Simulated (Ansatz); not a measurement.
C₄H₁₀O₂Sb (SMILES CC[O][Sb+][O]CC), charge +1, singlet, at a GFN2-xTB geometry (all electrons, no relativity). Base run: PBE/STO-3G (Ansatz, a quantum-chemistry and plane-wave program).

Ansatz was given this input:
Ansatz 0.2 input:
```yaml
crystal:
  periodic: [false, false, false]
  atoms:
    - {symbol: Sb, position_ang: [-0.20912211, 0.73703085, 0.26169453]}
    - {symbol: O, position_ang: [-0.55186228, -1.13548900, 0.30490070]}
    - {symbol: C, position_ang: [-1.59799964, -1.82002368, 0.97515898]}
    - {symbol: C, position_ang: [-2.54219831, -0.92073203, 1.74165235]}
    - {symbol: H, position_ang: [-2.13528267, -2.38638621, 0.20637872]}
    - {symbol: H, position_ang: [-1.11297565, -2.53926026, 1.64432980]}
    - {symbol: H, position_ang: [-3.02499400, -0.21293550, 1.06267013]}
    - {symbol: H, position_ang: [-3.31265886, -1.51605063, 2.22499360]}
    - {symbol: H, position_ang: [-1.99670382, -0.36787948, 2.51095594]}
    - {symbol: O, position_ang: [1.28042581, 0.50783529, -0.84218053]}
    - {symbol: C, position_ang: [1.83676916, -0.68985362, -1.38727725]}
    - {symbol: C, position_ang: [2.90420216, -0.29677141, -2.38943824]}
    - {symbol: H, position_ang: [2.26565826, -1.28322146, -0.57124818]}
    - {symbol: H, position_ang: [1.04608139, -1.28514828, -1.85799653]}
    - {symbol: H, position_ang: [3.67585932, 0.29753588, -1.90888203]}
    - {symbol: H, position_ang: [3.35577078, -1.19453299, -2.80186001]}
    - {symbol: H, position_ang: [2.47132434, 0.28481946, -3.19809898]}
basis:
  gaussian:
    orbitals: STO-3G
hamiltonian:
  xc: pbe
total_charge: 1
```

Variants of this job, named by their change:

```json
[
 {"change": "base", "E (Eh)": "-6557.20714"},
 {"change": "functional = hse06", "E (Eh)": "[?]"},
 {"change": "functional = hf", "E (Eh)": "-6554.34226"},
 {"change": "functional = wB97M-V", "E (Eh)": "-6558.26602"},
 {"change": "functional = wB97X-V", "E (Eh)": "-6557.83520"},
 {"change": "functional = BHLYP", "E (Eh)": "-6558.21827"},
 {"change": "functional = blyp", "E (Eh)": "-6557.89624"},
 {"change": "functional = SVWN5", "E (Eh)": "[?]"},
 {"change": "functional = pbe0; dispersion = d4", "E (Eh)": "[?]"},
 {"change": "functional = lc_wpbe", "E (Eh)": "[?]"},
 {"change": "functional = r2scan", "E (Eh)": "-6558.25164"},
 {"change": "functional = b3lyp", "E (Eh)": "-6558.18301"},
 {"change": "functional = cam_b3lyp", "E (Eh)": "-6558.21193"}
]
```

Fill in the missing entries.


- functional = hse06, E (Eh): -6557.60512
- functional = SVWN5, E (Eh): -6549.74731
- functional = pbe0; dispersion = d4, E (Eh): -6557.60934
- functional = lc_wpbe, E (Eh): -6557.37187

Totals shift with the method and basis; they matter in differences.
